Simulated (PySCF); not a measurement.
CH₅FOSi. Atoms are numbered in the order given.

```xyz
9

Si     0.8123     0.0149    -0.2596
F      0.9844     0.9747     1.0424
O     -0.7744    -0.1033    -0.6838
C     -1.7833    -0.7703     0.0465
H      1.3525    -1.3150     0.1301
H      1.5147     0.6397    -1.3996
H     -2.1076    -0.1737     0.9167
H     -2.6516    -0.9240    -0.6119
H     -1.4454    -1.7590     0.4096
```

Geometry: B3LYP-D3(BJ)/def2-SVP. One conformer was computed; it need not be the lowest.

Computed with B3LYP/pcSseg-1 (PySCF).

GIAO shieldings, no solvent; atoms listed in one row are averaged. δ = σ(ref) − σ: ²⁹Si against TMS (σ = 338.7 ppm); ¹⁹F against CFCl3 (σ = 161.7 ppm); ¹⁷O against H2O (σ = 333.8 ppm); ¹³C against TMS (σ = 181.3 ppm); ¹H against TMS (σ = 31.68 ppm), references at their B3LYP-D3(BJ)/def2-TZVP geometries, non-relativistic.

Task: Estimate the chemical shifts. (Estimate from the structure and the level; the computed values follow.)

Result: 
```csv
nucleus,atoms,count,δ (ppm)
²⁹Si,Si1,1,-25.5
¹⁹F,F2,1,-173.3
¹⁷O,O3,1,51.9
¹³C,C4,1,57.8
¹H,H5,1,5.04
¹H,H6,1,4.87
¹H,"H7, H8, H9",3,4.15
```
